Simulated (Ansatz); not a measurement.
`CS[SiH2]S` + `BN[SiH2][SiH3]` → `BN(C)[SiH2][SiH3]` + `S[SiH2]S`  (substitution at a C–S bond)

Computed with Ansatz on PBE0-D4/def2-TZVP structures; ΔE is electronic, products minus reactants. CCSD(T)/CBS adds triple-zeta CCSD(T) − MP2 to the extrapolated MP2 energy (def2 sets, frozen cores). Functionals use def2-TZVPP. B3LYP here is the variant with VWN-RPA as its local correlation; programs differ in this. HSE06 is defined as in plane-wave codes. Each species was taken in one conformer, which may not be the lowest.

`CS[SiH2]S`:

Z-matrix (Å, degrees):
```
C
S 1 1.815
H 1 1.090 2 110.6
H 1 1.089 2 106.8 3 -118.8
H 1 1.090 2 110.9 3 122.4
Si 2 2.118 1 99.9 3 -55.2
S 6 2.138 2 113.7 1 58.3
H 6 1.485 2 112.2 1 -57.8
H 6 1.482 2 104.7 1 -178.7
H 7 1.344 6 94.4 2 59.4
```

`BN[SiH2][SiH3]`:

Z-matrix (Å, degrees):
```
Si
N 1 1.751
Si 1 2.344 2 111.0
H 1 1.490 2 109.6 3 120.2
H 1 1.483 2 107.1 3 -121.4
B 2 1.399 1 126.8 3 114.5
H 2 1.011 1 116.5 3 -63.9
H 3 1.488 1 110.6 2 -63.2
H 3 1.488 1 110.5 2 176.0
H 3 1.490 1 109.9 2 56.4
H 6 1.198 2 119.0 1 1.3
H 6 1.198 2 119.6 1 -178.7
```

`BN(C)[SiH2][SiH3]`:

Cartesian coordinates in Å:
```
B -1.083 -1.204 0.451
N 0.157 -0.597 0.641
C 1.100 -1.075 1.646
Si 0.685 0.785 -0.307
Si -0.916 1.446 -1.874
H -1.825 -0.775 -0.389
H -1.395 -2.146 1.125
H 0.677 -1.931 2.172
H 2.044 -1.381 1.184
H 1.324 -0.292 2.377
H 1.968 0.431 -0.981
H 1.001 1.904 0.628
H -2.180 1.860 -1.212
H -1.196 0.361 -2.850
H -0.360 2.616 -2.611
```

`S[SiH2]S`:

Z-matrix (Å, degrees):
```
Si
S 1 2.126
S 1 2.137 2 108.8
H 1 1.482 2 104.0 3 120.9
H 1 1.484 2 113.0 3 -120.3
H 2 1.344 1 94.4 3 59.4
H 3 1.345 1 93.8 2 -156.0
```

```
             level  ΔE (kcal/mol)  difference from CCSD(T)/CBS
       LDA (SPW92)            3.8                         -1.7
            PBE-D4            6.0                          0.5
         revPBE-D4            5.9                          0.4
           BLYP-D4            6.0                          0.5
         r2SCAN-D4            6.2                          0.7
            B97M-V            6.0                          0.5
           PBE0-D4            5.9                          0.4
          B3LYP-D4            5.9                          0.4
        r2SCANh-D4            6.1                          0.6
        r2SCAN0-D4            6.1                          0.6
          HSE06-D4            6.0                          0.5
          BHLYP-D4            5.7                          0.2
      CAM-B3LYP-D4            5.3                         -0.2
           ωB97M-V            5.5                          0.0
            B2PLYP            6.1                          0.6
          PBE-QIDH            5.7                          0.2
               PBE            6.4                          0.9
            revPBE            7.4                          1.9
              BLYP            6.9                          1.4
            r2SCAN            6.3                          0.8
              PBE0            6.2                          0.7
           r2SCANh            6.2                          0.7
           r2SCAN0            6.2                          0.7
             HSE06            6.3                          0.8
             BHLYP            6.2                          0.7
         CAM-B3LYP            5.6                          0.1
           LC-ωPBE            5.7                          0.2
RPA@PBE/def2-TZVPP            4.0                         -1.5
       HF/def2-SVP            4.3                         -1.2
     CCSD/def2-SVP            2.6                         -2.9
  CCSD(T)/def2-SVP            2.5                         -3.0
     HF/def2-TZVPP            6.6                          1.1
    MP2/def2-TZVPP            5.4                         -0.1
SCS-MP2/def2-TZVPP            5.3                         -0.2
   CCSD/def2-TZVPP            4.7                         -0.8
CCSD(T)/def2-TZVPP            4.7                         -0.8
     HF/def2-QZVPP            6.5                          1.0
    MP2/def2-QZVPP            5.9                          0.4
      HF/CBS(def2)            6.5                          1.0
     MP2/CBS(def2)            6.2                          0.7
       CCSD(T)/CBS            5.5                            0
```

Largest T1 diagnostic among the species: 0.013.

From BLYP to BHLYP (50 % exact exchange), in def2-TZVPP and without D4, ΔE moves by −0.8 kcal/mol. At CCSD(T), def2-SVP lies −3.0 kcal/mol from the extrapolated value and def2-TZVPP −0.8 kcal/mol. Leaving LDA and LC-ωPBE aside and taking each functional with its dispersion term where it has one, the values spread over 0.9 kcal/mol, from CAM-B3LYP-D4 to r2SCAN-D4. LDA lies −2.7 kcal/mol from PBE without D4.
